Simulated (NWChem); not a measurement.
Molecule: GeH$_{4}$; SMILES [GeH4]

```xyz
5

Ge     0.0000     0.0000     0.0000
H      1.0627     0.0000    -1.1108
H      0.4317     0.9580     1.1221
H     -0.1477    -1.4209     0.5679
H     -1.3467     0.4629    -0.5792
```
Atoms are numbered in this order, from 1.

All runs use the structure optimised with PBE0/def2-SVP.

**Question.** List the 4 lowest vertical singlet excitations from B3LYP/def2-SVP, full TDDFT (NWChem).

**Answer.** 
```json
[
 {"state": "S1", "energy (eV)": "9.39", "oscillator strength": "0.000", "leading excitation (squared amplitude)": "HOMO−1 → LUMO (0.49)"},
 {"state": "S2", "energy (eV)": "9.39", "oscillator strength": "0.000", "leading excitation (squared amplitude)": "HOMO−2 → LUMO (0.49)"},
 {"state": "S3", "energy (eV)": "9.39", "oscillator strength": "0.000", "leading excitation (squared amplitude)": "HOMO−1 → LUMO+2 (0.45)"},
 {"state": "S4", "energy (eV)": "9.65", "oscillator strength": "0.000", "leading excitation (squared amplitude)": "HOMO−2 → LUMO (0.33)"}
]
```
